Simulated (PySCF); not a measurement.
# Re⁶¹⁺ (rhenium, charge +61): Hartree-Fock from Schrödinger to Dirac-Coulomb-Breit

Occupied: 1s1/2, 2s1/2, 2p1/2, 2p3/2, 3s1/2, 3p1/2. Hartree-Fock calculated with PySCF 2.14 in an uncontracted even-tempered set (19 s from 8.5 bohr⁻², ratio 2.3; 16 p from 10 bohr⁻², ratio 2.3), Gaussian nucleus throughout. NR is non-relativistic, sf-X2C the spin-free one-electron X2C Hamiltonian, X2C adds the bare one-electron spin-orbit term, X2C-SNSO screens it by Boettger's factors, DC is four-component Dirac-Coulomb, and the Gaunt and Breit terms are added at first order (total energies over the DC spinors, levels after relaxing the spinors in that mean field). QED terms are absent. Levels marked empty are virtual spinors of this ion; the basis has s and p functions only, so 3d, which can lie below the n = 4 levels, is absent.

| level (eV) | X2C | X2C-SNSO |
| --- | --- | --- |
| 1s1/2 | -77041.8 | -77043.5 |
| 2s1/2 | -17387.0 | -17387.7 |
| 2p1/2 | -16916.7 | -16882.4 |
| 2p3/2 | -15373.1 | -15384.5 |
| 3s1/2 | -6989.9 | -6990.1 |
| 3p1/2 | -6827.0 | -6818.1 |
| 3p3/2 (empty) | -6301.1 | -6304.1 |
| 4s1/2 (empty) | -3658.5 | -3658.6 |

Question: Where do the four-component calculations put these levels?

Answer: 1s1/2: DC -77132.0, DC+Gaunt -76874.7, DC+Breit -76892.3; 2s1/2: DC -17400.5, DC+Gaunt -17371.9, DC+Breit -17374.2; 2p1/2: DC -16890.8, DC+Gaunt -16842.4, DC+Breit -16847.2; 2p3/2: DC -15393.4, DC+Gaunt -15362.0, DC+Breit -15366.7; 3s1/2: DC -6993.2, DC+Gaunt -6986.0, DC+Breit -6986.8; 3p1/2: DC -6820.3, DC+Gaunt -6807.9, DC+Breit -6809.4; 3p3/2 (empty): DC -6306.0, DC+Gaunt -6298.2, DC+Breit -6299.8; 4s1/2 (empty): DC -3659.7, DC+Gaunt -3657.0, DC+Breit -3657.4 (eV).

| Hamiltonian | E (hartree) | E − E(DC) (hartree) | CPU seconds |
| --- | --- | --- | --- |
| X2C | -12448.3627 | 4.3715 | 0.42 |
| X2C-SNSO | -12446.7128 | 6.0214 | 0.42 |
| DC | -12452.7342 | 0.0000 | 19 |
| DC+Gaunt | -12436.4179 | 16.3162 | 32 |
| DC+Breit | -12437.8860 | 14.8482 | 89 |

Weight of the small component: 1s1/2 0.0803, 2s1/2 0.0187, 2p1/2 0.0186, 2p3/2 0.0169, 3s1/2 0.00725, 3p1/2 0.00716, 3p3/2 0.00665, 4s1/2 0.00367.

Koopmans' value for the highest occupied level at DC+Breit: 6809.4 eV, against an ionisation energy of 6810 ± 12 eV (theoretical estimate listed by NIST; NIST Atomic Spectra Database, ionization energies); the former lacks relaxation, correlation, QED and recoil.

The whole ladder took 140 s of wall time on 1 thread of Neoverse-V1 (shared host), launched as `OMP_NUM_THREADS=1 python relrun2.py TASK.json OUT` (a driver that calls PySCF for each Hamiltonian).
